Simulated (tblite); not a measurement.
Compound: C8H12.
Numbering: `[CH2:1]=[CH:2]/[CH:3]=[CH:4]\[C:5](=[CH2:6])[CH2:7][CH3:8]` (hydrogens: H9, H10 on C1; H11 on C2; H12 on C3; H13 on C4; H14, H15 on C6; H16, H17 on C7; H18, H19, H20 on C8)

Computed with GFN2-xTB (tblite), gas phase: nudged elastic band of 9 images (0 to 8), spring 0.2 eV/Å², climbing image at the end, force threshold 0.05 eV/Å. The top image wasn't refined or checked by frequencies; at this threshold it can lie a kcal/mol or more above the true saddle point of the method.

The band describes a rotation about C5–C7 (fully substituted alkene carbon, allylic carbon), followed by the dihedral C4–C5–C7–C8, from the optimised start (-77°) to a second optimised geometry at 66°.

**Question.** How does the energy change from image to image?

**Answer.** 
| image | dihedral (°) | E (kJ/mol) | C5–C7 (Å) | C4···C8 (Å) | largest true force (eV/Å) |
| --- | --- | --- | --- | --- | --- |
| 0 | -77 | 0.00 | 1.505 | 3.29 | 0.01 |
| 1 | -61 | 3.01 | 1.506 | 3.21 | 0.05 |
| 2 | -44 | 20.94 | 1.510 | 3.22 | 0.10 |
| 3 | -26 | 40.10 | 1.516 | 3.26 | 0.06 |
| 4 | -10 | 48.47 | 1.519 | 3.28 | 0.02 |
| 5 | 20 | 47.58 | 1.518 | 3.28 | 0.02 |
| 6 | 37 | 40.50 | 1.515 | 3.31 | 0.07 |
| 7 | 53 | 17.53 | 1.509 | 3.26 | 0.10 |
| 8 | 66 | -0.18 | 1.505 | 3.19 | 0.01 |

Barriers of this band. The top is image 4 at -10°: 48.5 kJ/mol in either direction, as the ends lie within 0.002 eV of each other. The central bond is 0.014 Å longer at the top than at the start.

Other torsions move too; by image: C1–C2–C3–C4 (179, 165, 160, 166, 178, 171, -176, -166, -178°).

**Question.** What rate follows at 250 K for crossing this barrier forward?

**Answer.** Taking the electronic barrier for the free energy of activation (no zero-point or entropy terms, transmission 1), rate = (kT/h)·exp(−ΔE/kT) ≈ 4 × 10^2 s⁻¹, whose inverse is 3 × 10^-3 s. An error of 1 kcal/mol in the barrier changes this by a factor of 7, and the method and the loose band can each miss by that much or more.

**Question.** How long is the path, and how are the images spaced?

**Answer.** Cartesian distances between aligned neighbours (all atoms, Å): 1.16, 1.18, 1.30, 1.34, 1.20, 1.40, 1.56, 1.57; the sum is 10.71 Å, and the top lies 46 % of the way along.

What follows is the cost of the whole band run. The run took about 30 s of CPU time (one thread, shared machine).
